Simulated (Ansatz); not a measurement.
## Interaction energy ladder

The pair of SiH₄ (SMILES [SiH4], atoms 1–5) and SO₂ (SMILES O=S=O, atoms 6–8), both closed shells, in one local arrangement (a lower one may exist), relaxed at PBE0-D4/def2-TZVP:

```tsv
atom	x (Å)	y (Å)	z (Å)
Si1	-0.1430	0.0105	-1.3863
H2	-1.0454	0.8855	-0.5980
H3	-0.6441	-1.3858	-1.3612
H4	1.2296	0.0640	-0.8248
H5	-0.1095	0.4899	-2.7933
O6	-0.2052	-1.0868	1.8233
S7	0.2619	-0.1400	2.7908
O8	0.6557	1.1627	2.3497
```

Program: Ansatz 0.2.0. Basis: def2-TZVPPD, with def2-QZVPPD for the basis limit. Cores are frozen in the correlated methods. B3LYP uses VWN-RPA correlation. Extrapolation: Hartree–Fock as exp(−7.88 √X), correlation as X^−2.97. Interaction energies count from these two fragments, frozen as in the pair, with the counterpoise correction; negative means bound.

Task: What is the interaction energy by CCSD(T) at an estimated basis limit (MP2 extrapolated from triple and quadruple zeta, plus CCSD(T) − MP2 in triple zeta)? (An estimate is asked for; the value comes from the calculation.)

Result: The calculation gives: -1.19 kcal/mol. Hartree–Fock alone gives 0.44 kcal/mol at the basis limit, so without correlation the pair would not bind at this distance. It counts from the two fragments frozen as in the pair.

The same quantity by other methods in triple zeta, and each one's difference from that estimate:
```json
{"method": "PBE-D4", "E_int (kcal/mol)": "-1.27", "difference": "-0.08"}
{"method": "revPBE-D4", "E_int (kcal/mol)": "-0.83", "difference": "0.37"}
{"method": "BLYP-D4", "E_int (kcal/mol)": "-0.97", "difference": "0.23"}
{"method": "r2SCAN-D4", "E_int (kcal/mol)": "-1.19", "difference": "0.00"}
{"method": "B97M-V", "E_int (kcal/mol)": "-1.25", "difference": "-0.06"}
{"method": "PBE0-D4", "E_int (kcal/mol)": "-1.24", "difference": "-0.05"}
{"method": "B3LYP-D4", "E_int (kcal/mol)": "-1.19", "difference": "0.00"}
{"method": "HSE06-D4", "E_int (kcal/mol)": "-1.23", "difference": "-0.04"}
{"method": "wB97X-V", "E_int (kcal/mol)": "-1.25", "difference": "-0.06"}
{"method": "wB97M-V", "E_int (kcal/mol)": "-1.22", "difference": "-0.03"}
{"method": "B2PLYP", "E_int (kcal/mol)": "-0.19", "difference": "1.00"}
{"method": "HF", "E_int (kcal/mol)": "0.45", "difference": "1.64"}
{"method": "MP2", "E_int (kcal/mol)": "-1.01", "difference": "0.18"}
{"method": "CCSD", "E_int (kcal/mol)": "-0.77", "difference": "0.43"}
{"method": "CCSD(T)", "E_int (kcal/mol)": "-1.01", "difference": "0.19"}
```
Differences are method less estimate.

Basis-set superposition shift (counterpoise-corrected less uncorrected): CCSD(T) 0.41; MP2 0.39; HF 0.05; PBE0-D4 0.05; wB97M-V 0.05 kcal/mol.

The T1 diagnostic stays at or below 0.022. The restricted Hartree–Fock reference is unstable towards an unrestricted one at one or more of these structures.

For scale, one of the runs: CCSD(T)/def2-TZVPPD, 247 basis functions, launched by `ansatz run in.yaml --threads 4 --pin off --events-out ev --progress --plain --max-ram 9574MiB`. The run took 100 s on 4 CPU threads of an Arm Neoverse V1 (shared host), with 4.8 GiB of host memory at its peak.
